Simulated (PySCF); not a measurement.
BF, SMILES [B]F (connectivity only; charge and spin as stated), charge +1, multiplicity 2. Atoms are numbered in the order given.

```xyz
2

B      0.0000     0.0000    -0.7794
F      0.0000     0.0000     0.4330
```
Charge +1, spin multiplicity 2.

Coordinates come from a PBE0-D3(BJ)/def2-TZVPD optimisation.

Two levels are set side by side: PBE/pcH-1 (PySCF) and B3LYP/pcH-1 (PySCF). Contact hyperfine couplings, same geometry. Differences are taken from unrounded values.

| quantity | PBE |
|---|---|
| A(iso) of 11B, atom B1 (MHz) | 1724.2 |
| A(iso) of 19F, atom F2 (MHz) | 284.1 |

### Question
These are the PBE values. What does B3LYP give? (An estimate is asked for; the answer gives what the named calculation found.)

### Answer

```tsv
quantity	B3LYP	PBE minus B3LYP
A(iso) of 11B, atom B1 (MHz)	1791.2	-67.0
A(iso) of 19F, atom F2 (MHz)	279.8	4.2
```

Rough cost on one machine, each run with all the roots and properties that it gave: B3LYP against PBE within a factor of 2.
